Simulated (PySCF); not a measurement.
Compound: C₃H₅BrO₂.
Z-matrix (Å and degrees, PBE0-D3(BJ)/def2-SVP geometry), rows numbered from 1:
```
C 
O   1  1.4038
C   2  1.3743  1  115.05
C   3  1.5168  2  113.53  1   -74.69
O   4  1.1768  3  128.11  2     2.13
Br  4  1.9754  3  110.24  2  -178.14
H   1  1.0977  2  107.17  3  -175.08
H   1  1.1067  2  111.31  3   -56.35
H   1  1.1033  2  112.01  3    65.91
H   3  1.1102  2  113.74  1    47.75
H   3  1.1025  2  108.98  1   166.61
```

Level of theory: PySCF, PBE0-D3(BJ)/def2-SVP geometry optimisation, gas phase.

Masses are those of the commonest isotopes; rigid-rotor values at the optimised geometry. The values belong to one conformer with, in the numbering `[CH3:1][O:2][CH2:3][C:4](=[O:5])[Br:6]`, C1–O2–C3–C4 -75°, O2–C3–C4–O5 2°.

(1) Give the principal moments of inertia and the rotational constants in GHz.

(2) Classify the top.

(3) What does the inertial defect say?

(4) Give the other two planar moments, Paa and Pbb, and the rms extents of the mass along the axes.

(5) Predict some low-J microwave lines.

## Answers

(1) Ia = 75.14, Ib = 499.52, Ic = 542.65 u·Å²; 505379 MHz·u·Å²/I gives 6726, 1012 and 931.3 MHz, that is A = 6.7259, B = 1.0117, C = 0.9313 GHz.

(2) A near-prolate asymmetric top; Ray's κ = -0.972.

(3) Not planar: Δ = Ic − Ia − Ib = -32.00 u·Å². For a rigid frame Δ = −2 Σ m c², so Σ m c² = 16.00 u·Å² lies off the ab plane: 5.07 from hydrogen and 10.93 from heavier atoms. The atom farthest from that plane is 1.51 Å away.

(4) Paa = Σ m a² = (Ib + Ic − Ia)/2 = 483.52 and Pbb = Σ m b² = (Ia + Ic − Ib)/2 = 59.14 u·Å². With the mass M = 151.95 u, the rms extents √(P/M) along a, b and c are 1.78, 0.62, 0.32 Å.

(5) The dipole components are |μa| = 1.38 D, |μb| = 1.65 D, |μc| = 1.06 D. The squared components, which scale the intensities, stand as 0.70 : 1.00 : 0.41 (a : b : c). Some lines, for components of 0.1 D or more:

```json
{"type": "a", "branch": "R", "J(Ka,Kc)": "1(0,1) ← 0(0,0)", "MHz": "1943", "lower level (cm⁻¹)": "0.000"}
{"type": "a", "branch": "R", "J(Ka,Kc)": "2(1,2) ← 1(1,1)", "MHz": "3806", "lower level (cm⁻¹)": "0.255"}
{"type": "a", "branch": "R", "J(Ka,Kc)": "2(0,2) ← 1(0,1)", "MHz": "3885", "lower level (cm⁻¹)": "0.065"}
{"type": "a", "branch": "R", "J(Ka,Kc)": "2(1,1) ← 1(1,0)", "MHz": "3967", "lower level (cm⁻¹)": "0.258"}
{"type": "c", "branch": "Q", "J(Ka,Kc)": "2(1,2) ← 2(0,2)", "MHz": "5635", "lower level (cm⁻¹)": "0.194"}
{"type": "c", "branch": "Q", "J(Ka,Kc)": "1(1,1) ← 1(0,1)", "MHz": "5714", "lower level (cm⁻¹)": "0.065"}
{"type": "b", "branch": "Q", "J(Ka,Kc)": "1(1,0) ← 1(0,1)", "MHz": "5795", "lower level (cm⁻¹)": "0.065"}
{"type": "b", "branch": "Q", "J(Ka,Kc)": "2(1,1) ← 2(0,2)", "MHz": "5876", "lower level (cm⁻¹)": "0.194"}
{"type": "b", "branch": "R", "J(Ka,Kc)": "1(1,1) ← 0(0,0)", "MHz": "7657", "lower level (cm⁻¹)": "0.000"}
{"type": "c", "branch": "R", "J(Ka,Kc)": "1(1,0) ← 0(0,0)", "MHz": "7738", "lower level (cm⁻¹)": "0.000"}
{"type": "b", "branch": "R", "J(Ka,Kc)": "2(1,2) ← 1(0,1)", "MHz": "9520", "lower level (cm⁻¹)": "0.065"}
{"type": "c", "branch": "R", "J(Ka,Kc)": "2(1,1) ← 1(0,1)", "MHz": "9761", "lower level (cm⁻¹)": "0.065"}
{"type": "c", "branch": "Q", "J(Ka,Kc)": "2(2,1) ← 2(1,1)", "MHz": "17143", "lower level (cm⁻¹)": "0.390"}
{"type": "b", "branch": "Q", "J(Ka,Kc)": "2(2,0) ← 2(1,1)", "MHz": "17143", "lower level (cm⁻¹)": "0.390"}
{"type": "b", "branch": "Q", "J(Ka,Kc)": "2(2,1) ← 2(1,2)", "MHz": "17384", "lower level (cm⁻¹)": "0.382"}
{"type": "b", "branch": "R", "J(Ka,Kc)": "2(2,1) ← 1(1,0)", "MHz": "21109", "lower level (cm⁻¹)": "0.258"}
{"type": "c", "branch": "R", "J(Ka,Kc)": "2(2,0) ← 1(1,0)", "MHz": "21110", "lower level (cm⁻¹)": "0.258"}
{"type": "c", "branch": "R", "J(Ka,Kc)": "2(2,1) ← 1(1,1)", "MHz": "21190", "lower level (cm⁻¹)": "0.255"}
{"type": "b", "branch": "R", "J(Ka,Kc)": "2(2,0) ← 1(1,1)", "MHz": "21190", "lower level (cm⁻¹)": "0.255"}
```

No frequency check. No vibrational averaging or centrifugal distortion is included, and the geometry carries the error of its method. A rigid rotor knows nothing of internal rotation, which can split or shift real lines. Quadrupole hyperfine structure (79Br) is left out.
